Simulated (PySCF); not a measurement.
Where the electron goes

Species: C7H9Cl.
Atom-mapped SMILES: `[CH2:1]=[CH:2][C@@H:3]1[CH2:4][C@:5]12[CH2:6][C@H:7]2[Cl:8]` (hydrogens: H9, H10 on C1; H11 on C2; H12 on C3; H13, H14 on C4; H15, H16 on C6; H17 on C7)

The calculation used TDDFT PBE0/def2-SVPD, vertical, gas phase, core orbitals frozen in the response (PySCF). One conformer (not necessarily the lowest) at the GFN2-xTB geometry, without solvent, vibrations or thermal averaging. Torsions of this conformer, `[CH2:1]=[CH:2][C@@H:3]1[CH2:4][C@:5]12[CH2:6][C@H:7]2[Cl:8]`: C1–C2–C3–C4 -146°.

Frontier orbitals with the atoms that hold most of them (Löwdin shares over 4%, at most four atoms; ? is withheld):

```json
{"orbital": "LUMO+2", "ε (eV)": "0.86", "atoms": "C1 12%, Cl8 11%, H17 10%, C7 9%"}
{"orbital": "LUMO+1", "ε (eV)": "0.74", "atoms": "Cl8 46%, C7 16%, C4 6%, C1 5%"}
{"orbital": "LUMO", "ε (eV)": "-0.03", "atoms": "?"}
{"orbital": "HOMO", "ε (eV)": "-7.11", "atoms": "C1 27%, C2 20%, C3 12%, Cl8 8%"}
{"orbital": "HOMO-1", "ε (eV)": "-8.07", "atoms": "?"}
{"orbital": "HOMO-2", "ε (eV)": "-8.26", "atoms": "Cl8 47%, C6 15%, C5 11%, C7 9%"}
{"orbital": "HOMO-3", "ε (eV)": "-8.76", "atoms": "C5 25%, C4 25%, C3 12%, Cl8 7%"}
```

(1) Give the leading atoms of the HOMO-1.

(2) Which atoms hold the LUMO, and with what shares?

(3) How does S1 compare with the orbital gap of 7.08 eV?

## Answers

(1) Cl8 (bonded to C) 46%; C7 (bonded to 2 C, Cl and H) 15%; C5 (bonded to 4 C) 10%; C2 (bonded to 2 C and H) 7%. By element: chlorine 46%, carbon 32% or more.

(2) C1 (bonded to C and 2 H) 28%; C2 (bonded to 2 C and H) 26%; Cl8 (bonded to C) 10%; C4 (bonded to 2 C and 2 H) 5%. By element: carbon 59% or more, chlorine 10%.

(3) S1 is at 6.35 eV (f = 0.263), 0.73 eV below the gap, made of HOMO→LUMO (75%), HOMO→LUMO+1 (10%), HOMO-1→LUMO (8%). Without the coupling terms of the response equations the lowest excitation would equal the gap.

Next come S2 at 6.87 eV (f 0.092), HOMO→LUMO+2 (52%), HOMO→LUMO+1 (21%); S3 at 6.92 eV (f 0.127), HOMO→LUMO+2 (41%), HOMO→LUMO+1 (31%), HOMO→LUMO (8%); S4 at 6.99 eV (f 0.0072), HOMO-2→LUMO (32%), HOMO-1→LUMO (29%), HOMO→LUMO+1 (16%); S5 at 7.02 eV (f 0.021), HOMO→LUMO+3 (80%).
